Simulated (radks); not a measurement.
The numbers below are computed, except where a source is named.
Question: The table gives one normalised radial function P(r) = r R(r) (large component) of Gd14+ in [Kr] 4d10 4f2 5s2 (r in bohr). Code: a radial shooting solver on a logarithmic mesh with Libxc functionals. Model: Dirac Kohn-Sham, LDA (Slater exchange, Perdew-Wang correlation), spin-unpolarised, spherical densities, point nucleus; open shells fill j = l - 1/2 first.

r	P
0.002582	0.0000
0.003389	0.0000
0.004413	0.0000
0.005747	0.0000
0.007483	0.0000
0.009744	0.0000
0.01279	0.0001
0.01665	0.0002
0.02169	0.0006
0.02824	0.0017
0.03677	0.0042
0.04826	0.0106
0.06284	0.0247
0.08183	0.0551
0.1066	0.1156
0.1399	0.2297
0.1821	0.4099
0.2371	0.6619
0.3088	0.9511
0.4021	1.1941
0.5278	1.2841
0.6872	1.1547
0.8948	0.8484
1.165	0.4834
1.517	0.1959
1.991	0.0476
2.593	0.0064
3.377	0.0004

Which n and l does it have? It may be an empty orbital.

Answer: n = 4, l = 3: the number of nodes gives n - l - 1 = 0, the rise at small r points to l (this Dirac orbital starts as r^gamma with gamma = sqrt((l + 1)^2 - (Z/c)^2) = 3.97; the j = 7/2 orbital of l + 1 starts with the same power, but with a smaller coefficient, and then steepens), and the extent must fit the shell. The curve is that of 4f7/2; the two j differ most near the nucleus, where j = l - 1/2 has the larger amplitude, and in heavy atoms j = l - 1/2 is also the more compact. 4f7/2 (empty): eigenvalue -281.81 eV, 0 radial nodes, <r> = 0.644 bohr, 90 % of the charge inside 1.01 bohr.
